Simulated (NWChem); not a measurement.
System: C3H5BO; SMILES OB1C=CC1

```xyz
10

O      0.1131    -1.8972     0.0000
B      0.0620    -0.5509     0.0000
C      1.1344     0.5702     0.0000
C      0.1181     1.4646     0.0000
C     -1.1077     0.5626     0.0000
H     -0.7613    -2.3005     0.0000
H      2.2116     0.7490     0.0000
H      0.1434     2.5645     0.0000
H     -1.7505     0.6510    -0.8932
H     -1.7505     0.6510     0.8932
```
Atoms are numbered in this order, from 1.

Program: NWChem. The geometry was optimised at PBE0/def2-SVP. GIAO values for the isolated, static molecule; σ is the absolute isotropic shielding, δ = σ(reference) − σ with the isolated reference molecule computed at the same levels (11B: boron trifluoride, 13C: tetramethylsilane, 1H: tetramethylsilane, 17O: water).

Q: Estimate the computed values for PBE/pcSseg-1. Quantities: δ O1 (ppm); δ B2 (ppm); δ C4 (ppm); δ C5 (ppm); δ H6 (ppm); δ H8 (ppm); δ H9 (ppm).

A: 
- δ O1 (ppm) = 179.5
- δ B2 (ppm) = 31.7
- δ C4 (ppm) = 175.0
- δ C5 (ppm) = 26.8
- δ H6 (ppm) = 4.92
- δ H8 (ppm) = 8.36
- δ H9 (ppm) = 1.57
